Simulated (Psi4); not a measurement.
The Psi4 input:
```
memory 2 GB

molecule mol {
1 2
  C    -1.320427   -0.342337    0.109692
  C     0.167732    0.076552   -0.039353
  O     1.013840   -0.618122    0.593015
  O     0.220805    1.028453   -0.764946
  H    -2.007806    0.292909   -0.458542
  H    -1.372665   -1.364843   -0.283661
  H    -1.609333   -0.209966    1.499668
  H     1.962149   -0.375491    0.516719
}

set basis 3-21g
set reference uks

energy('blyp')
print_variables()
```

Problem. What is the computed nuclear repulsion energy (BLYP/3-21G in Psi4)?

Solution. 121.3726 Eh

Problem. Predict the total energy from BLYP/3-21G.

Solution. -227.3435 Eh

Problem. Estimate the number of basis functions that BLYP/3-21G returns for this input.

Solution. 44

Problem. What <S^2> does BLYP/3-21G give?

Solution. 0.752

These values belong to the state on which the SCF converged, which isn't shown to be the lowest.

Problem. Roughly what does it cost on one core?

Solution. roughly 15 core-seconds.
